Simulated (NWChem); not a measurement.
Basis-set dependence for vinylidene fluoride (C$_{2}$H$_{2}$F$_{2}$)

```
C
F 1 1.3104
F 1 1.3104 2 109.99
C 1 1.3238 2 125.00 3 180.00
H 4 1.0882 1 119.64 2 180.00
H 4 1.0882 5 120.71 1 180.00
```
Charge 0, spin multiplicity 1.

Everything below was run with NWChem. All single points use one geometry, from PBE0/def2-SVP, a minimum by its harmonic frequencies.

Hartree-Fock energies in Ha, correlation energies in mHa.

The correlated methods keep 4 core orbitals frozen. Coupled-cluster values serve here as a point of comparison, not as the truth.

```json
[
 {"basis": "3-21G", "functions": "40", "RHF": "-274.24482", "MP2": "-409.7", "SCS-MP2": "-402.6", "CCSD": "-426.8", "CCSD+T(CCSD)": "-438.2", "CCSD(T)": "-437.1", "CR-CCSD[T]": "-435.9", "CR-CCSD(T)": "-435.0", "RI-MP2": "not run"},
 {"basis": "cc-pVDZ", "functions": "66", "RHF": "-275.75786", "MP2": "-631.7", "SCS-MP2": "-613.3", "CCSD": "-654.0", "CCSD+T(CCSD)": "-671.9", "CCSD(T)": "-670.5", "CR-CCSD[T]": "-667.7", "CR-CCSD(T)": "-666.7", "RI-MP2": "-631.7"},
 {"basis": "cc-pVTZ", "functions": "148", "RHF": "-275.84955", "MP2": "-815.8", "SCS-MP2": "-798.6", "CCSD": "not run", "CCSD+T(CCSD)": "not run", "CCSD(T)": "not run", "CR-CCSD[T]": "not run", "CR-CCSD(T)": "not run", "RI-MP2": "-815.8"}
]
```

From cc-pVDZ to cc-pVTZ the Hartree-Fock energy moves by -91.7 mHa and the MP2 correlation energy by -184.1 mHa, which is 23 % of its value in the larger set.
